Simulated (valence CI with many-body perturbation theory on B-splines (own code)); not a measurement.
## Which ion has this spectrum?

A relativistic CI+MBPT calculation for an atom or ion with 23 electrons gives these levels (cm⁻¹):

| J | Parity | E | g |
| --- | --- | --- | --- |
| 5/2 | even | 0 | 1.44 |
| 5/2 | even | 169980 | 1.31 |
| 7/2 | even | 248758 | 1.15 |
| 3/2 | even | 256885 | 1.22 |
| 11/2 | even | 259399 | 1.12 |
| 9/2 | even | 287869 | 1.14 |
| 5/2 | even | 303481 | 1.15 |
| 1/2 | even | 315520 | 1.86 |
| 7/2 | even | 340523 | 1.10 |
| 5/2 | even | 416008 | 1.24 |
| 3/2 | even | 419429 | 0.79 |
| 7/2 | even | 461156 | 1.21 |
| 11/2 | even | 467556 | 1.08 |
| 9/2 | even | 481376 | 1.14 |

The energies are calculated, and their last digits are not significant.

**Question.** Which is it?
A. Eu40+
B. Pr36+
C. Sm39+
D. Nd37+

**Answer.** C. Sm39+, ground level (3d3/2^4 3d5/2) J=5/2.
